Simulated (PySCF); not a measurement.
Tc²⁺ (technetium, charge +2) across methods

[Kr] 4d5, high-spin 6S determinant. Computed with PySCF 2.14 in dyall-av2z, with the non-relativistic Hamiltonian (point nucleus).

```tsv
method	E (hartree)	mean ε 4p α (eV)	mean ε 4p β (eV)	mean ε 4d α (eV)	Σ⟨r²⟩ (bohr²)	⟨S²⟩
PBE0	-4205.74	-65.716	-60.584	-25.893	30.86	8.750
PBE	-4205.60	-61.889	-58.219	-24.122	31.05	8.750
BP86	-4206.46	-61.897	-58.410	-24.128	31.00	8.750
LDA	-4201.49	-61.918	-58.579	-24.200	31.12	8.750
PBEsol	-4203.46	-61.818	-58.242	-24.097	31.04	8.750
UHF	-4204.08296	-76.229	-66.220	-30.442	30.70	8.751
r2SCAN	-4206.08	-63.494	-58.755	-24.456	30.80	8.751
```

Problem. Estimate the same row for revPBE.

Solution. E (hartree) = -4205.80; mean ε 4p α (eV) = -61.840; mean ε 4p β (eV) = -58.152; mean ε 4d α (eV) = -24.073; Σ⟨r²⟩ (bohr²) = 31.01; ⟨S²⟩ = 8.750.

A non-relativistic calculation at this Z misses sizeable relativistic shifts.
